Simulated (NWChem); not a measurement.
Molecule: GaPH$_{4}$; SMILES [PH2][GaH2]

```xyz
6

Ga    -0.0133     0.7621     0.0000
H     -0.0607     1.5272    -1.3700
H     -0.0607     1.5272     1.3700
P     -0.0794    -1.5491     0.0000
H      0.8627    -1.7211    -1.0577
H      0.8627    -1.7211     1.0577
```
Atoms are numbered in this order, from 1.

Coordinates come from a PBE0/def2-SVP optimisation.

Symmetry labels are those of Cs in the frame above (b1 and b2, or b-type labels, depend on it).

Question: List the 4 lowest vertical singlet excitations from PBE/6-31G* (spherical d), TDA (NWChem).

Answer: 
```
state  energy (eV)  oscillator strength  symmetry  leading excitation (squared amplitude)
-----  -----------  -------------------  --------  --------------------------------------
S1            4.10                0.038        a'                      HOMO → LUMO (0.94)
S2            5.12                0.000        a"                    HOMO−1 → LUMO (1.00)
S3            5.45                0.006        a'                    HOMO−2 → LUMO (0.91)
S4            6.36                0.219        a'                    HOMO → LUMO+1 (0.56)
```
